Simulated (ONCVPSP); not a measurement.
**Ir ONCV: all-electron and pseudo phase curves**

* Element: Ir
* Generator: ONCVPSP 4.0.1
* Type: optimised norm-conserving Vanderbilt (ONCV)
* Functional: PBEsol
* Relativity: fully relativistic
* Frozen core: [Kr] 4d10
* Valence charge: 31
* Reference configuration: 4f13 5s2 5p6 5d8 6s2
* Partial waves: 5s+6s: rc 1.35 bohr, ncon 3, nbas 6, qcut 7.7 1/bohr, 2 projectors; 5p: rc 1.30 bohr, ncon 3, nbas 7, qcut 6.1 1/bohr, 2 projectors, debl 3.1 Ha; 5d: rc 2.00 bohr, ncon 3, nbas 8, qcut 6.9 1/bohr, 1 projector; 4f: rc 1.05 bohr, ncon 4, nbas 8, qcut 19 1/bohr, 1 projector
* Local potential: polynomial inside 0.95 bohr (lpopt 4, dvloc0 -1 Ha)
* Core correction: polynomial model core, fcfact 0.2

Open shells are filled in proportion to 2j + 1.

The phase is arctan(r·R′/R) of the radial function R(r), unwrapped; energies in Ha, scanned from -5 to 5 Ha. A pole is an energy at which the radial function vanishes at the test radius. The pseudo phase is shifted by a multiple of π to meet the all-electron one at the reference energy, and phase errors are pseudo minus all-electron; the curves can meet again beyond the range given. Levels narrower than the energy grid can be missing from the lists of poles.

**Question.** For each channel, where are the poles, and over which energies does the pseudopotential scatter like the atom?

**Answer.**

| channel | radius (bohr) | reference energy (Ha) | poles, all-electron | poles, pseudo | unbroken range about the reference energy with phases within 0.05 rad | phase error 1 Ha above the reference energy (rad) |
| --- | --- | --- | --- | --- | --- | --- |
| s | 1.37 | -0.24 | -2.45 | -2.45 | below 3.5 | -0.000 |
| p3/2 | 1.32 | -1.97 | 0.75 | 0.75 | the whole range | +0.000 |
| p1/2 | 1.32 | -2.50 | -0.44 | -0.44 | the whole range | -0.000 |
| d5/2 | 2.03 | -0.28 | 0.37 | 0.36 | below 2.0 | -0.001 |
| d3/2 | 2.03 | -0.33 | 0.26 | 0.26 | below 2.3 | -0.000 |
| f7/2 | 1.06 | -2.61 | -2.12 | -2.10 | below 0.1 | +0.012 |
| f5/2 | 1.06 | -2.73 | -2.26 | -2.24 | below 0.0 | +0.013 |

Phases in the f7/2 channel:

```json
{"E (Ha)": "-4.96", "all-electron": "1.060", "pseudo": "1.076"}
{"E (Ha)": "-4.72", "all-electron": "1.020", "pseudo": "1.038"}
{"E (Ha)": "-4.48", "all-electron": "0.968", "pseudo": "0.988"}
{"E (Ha)": "-4.24", "all-electron": "0.896", "pseudo": "0.920"}
{"E (Ha)": "-4.00", "all-electron": "0.791", "pseudo": "0.821"}
{"E (Ha)": "-3.76", "all-electron": "0.626", "pseudo": "0.663"}
{"E (Ha)": "-3.52", "all-electron": "0.344", "pseudo": "0.388"}
{"E (Ha)": "-3.28", "all-electron": "-0.129", "pseudo": "-0.088"}
{"E (Ha)": "-3.04", "all-electron": "-0.696", "pseudo": "-0.680"}
{"E (Ha)": "-2.80", "all-electron": "-1.104", "pseudo": "-1.103"}
{"E (Ha)": "-2.56", "all-electron": "-1.342", "pseudo": "-1.342"}
{"E (Ha)": "-2.32", "all-electron": "-1.487", "pseudo": "-1.484"}
{"E (Ha)": "-2.08", "all-electron": "-1.583", "pseudo": "-1.577"}
{"E (Ha)": "-1.84", "all-electron": "-1.653", "pseudo": "-1.644"}
{"E (Ha)": "-1.60", "all-electron": "-1.707", "pseudo": "-1.695"}
{"E (Ha)": "-1.36", "all-electron": "-1.752", "pseudo": "-1.736"}
{"E (Ha)": "-1.12", "all-electron": "-1.791", "pseudo": "-1.771"}
{"E (Ha)": "-0.88", "all-electron": "-1.826", "pseudo": "-1.802"}
{"E (Ha)": "-0.64", "all-electron": "-1.859", "pseudo": "-1.830"}
{"E (Ha)": "-0.40", "all-electron": "-1.891", "pseudo": "-1.856"}
{"E (Ha)": "-0.16", "all-electron": "-1.922", "pseudo": "-1.881"}
{"E (Ha)": "0.08", "all-electron": "-1.954", "pseudo": "-1.907"}
{"E (Ha)": "0.32", "all-electron": "-1.988", "pseudo": "-1.931"}
{"E (Ha)": "0.56", "all-electron": "-2.023", "pseudo": "-1.957"}
{"E (Ha)": "0.80", "all-electron": "-2.061", "pseudo": "-1.983"}
{"E (Ha)": "1.04", "all-electron": "-2.102", "pseudo": "-2.011"}
{"E (Ha)": "1.28", "all-electron": "-2.147", "pseudo": "-2.040"}
{"E (Ha)": "1.52", "all-electron": "-2.198", "pseudo": "-2.071"}
{"E (Ha)": "1.76", "all-electron": "-2.255", "pseudo": "-2.105"}
{"E (Ha)": "2.00", "all-electron": "-2.321", "pseudo": "-2.141"}
{"E (Ha)": "2.24", "all-electron": "-2.395", "pseudo": "-2.181"}
{"E (Ha)": "2.48", "all-electron": "-2.482", "pseudo": "-2.225"}
{"E (Ha)": "2.72", "all-electron": "-2.581", "pseudo": "-2.274"}
{"E (Ha)": "2.96", "all-electron": "-2.696", "pseudo": "-2.329"}
{"E (Ha)": "3.20", "all-electron": "-2.825", "pseudo": "-2.390"}
{"E (Ha)": "3.44", "all-electron": "-2.968", "pseudo": "-2.459"}
{"E (Ha)": "3.68", "all-electron": "-3.120", "pseudo": "-2.536"}
{"E (Ha)": "3.92", "all-electron": "-3.277", "pseudo": "-2.622"}
{"E (Ha)": "4.16", "all-electron": "-3.430", "pseudo": "-2.719"}
{"E (Ha)": "4.40", "all-electron": "-3.573", "pseudo": "-2.824"}
{"E (Ha)": "4.64", "all-electron": "-3.704", "pseudo": "-2.939"}
{"E (Ha)": "4.88", "all-electron": "-3.818", "pseudo": "-3.060"}
```
